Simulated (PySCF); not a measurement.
Species: dimethyl(thiophen-2-yl)phosphine oxide, C6H9OPS.
Numbering: `[CH3:1][P:2]([CH3:3])(=[O:4])[c:5]1[cH:6][cH:7][cH:8][s:9]1` (hydrogens: H10, H11, H12 on C1; H13, H14, H15 on C3; H16 on C6; H17 on C7; H18 on C8)

Computed by this run: PBE0-D3(BJ)/def2-SVP geometry optimisation, gas phase in PySCF 2.14.0; density fitting, grid level 1; the optimiser is geomeTRIC in internal coordinates, started from a GFN2-xTB structure.

Geometry at step 0:
```
atom  x, y, z in Å
C1     -1.8535   -1.3758   -0.4839
P2     -1.1866    0.0276    0.4870
C3     -1.7533    1.5295   -0.3966
O4     -1.5450   -0.0050    1.9079
C5      0.5926   -0.0232    0.2043
C6      1.5455   -0.1058    1.1750
C7      2.8567   -0.1281    0.6550
C8      2.8795   -0.0639   -0.7015
S9      1.3024    0.0258   -1.3741
H10    -2.9394   -1.3348   -0.4175
H11    -1.5389   -1.3382   -1.5226
H12    -1.5100   -2.2999   -0.0221
H13    -2.8396    1.5647   -0.3315
H14    -1.3447    2.3980    0.1173
H15    -1.4386    1.5304   -1.4361
H16     1.2941   -0.1470    2.2197
H17     3.7410   -0.1863    1.2640
H18     3.7290   -0.0617   -1.3558
```

**Question.** What forces act on the atoms?

**Answer.** 
| atom | Fx (eV/Å) | Fy (eV/Å) | Fz (eV/Å) |
| --- | --- | --- | --- |
| C1 | 0.204 | 0.582 | 0.440 |
| P2 | 0.092 | 0.062 | -2.064 |
| C3 | 0.173 | -0.614 | 0.402 |
| O4 | -0.397 | -0.048 | 1.954 |
| C5 | -0.476 | 0.032 | -0.546 |
| C6 | 0.008 | 0.008 | 0.037 |
| C7 | -0.016 | -0.002 | 0.108 |
| C8 | -0.348 | 0.036 | -0.393 |
| S9 | 0.073 | -0.014 | 0.204 |
| H10 | -0.404 | -0.010 | -0.018 |
| H11 | 0.134 | -0.007 | -0.463 |
| H12 | 0.151 | -0.296 | 0.145 |
| H13 | -0.395 | 0.028 | -0.015 |
| H14 | 0.171 | 0.277 | 0.164 |
| H15 | 0.129 | 0.027 | -0.461 |
| H16 | -0.177 | -0.018 | 0.575 |
| H17 | 0.510 | -0.038 | 0.300 |
| H18 | 0.568 | -0.004 | -0.368 |

The largest, 2.07 eV/Å, acts on P2; the rms over all components is 0.481 eV/Å. The forces sum to zero within rounding, as they must for an isolated molecule in no field.

**Question.** Give the force on P2 in Eh/bohr and in nN.

**Answer.** 2.067 eV/Å ÷ 51.422 = 0.04019 Eh/bohr, and 2.067 eV/Å × 1.602 = 3.31 nN.

**Question.** How far is this geometry from the end of the optimisation?

**Answer.** 0.087 eV above it, and 0.043 Å rms away after alignment. The bonds farthest from their final lengths, with half the difference of the two atoms' forces along the bond (positive lengthens):

```csv
bond,now (Å),final (Å),force along bond (eV/Å)
P2=O4,1.466,1.497,+2.01
C8–H18,1.072,1.090,+0.36
C1–P2,1.832,1.815,-0.88
P2–C3,1.832,1.815,-0.88
C6–H16,1.075,1.091,+0.28
C7–H17,1.075,1.091,+0.27
```

The angle farthest from its final value is P2–C5–S9, 123.2° against 126.0°.

Of the 6 listed bonds off by 0.010 Å or more, this force points towards the final length in 6.

The cost below is that of the whole optimisation. The run took 1.9 min of wall time on one thread, Arm Neoverse V1 (aarch64), no GPU, shared host with 32 logical CPUs at a one-minute load of 10, and the process peaked at 0.77 GiB of memory.
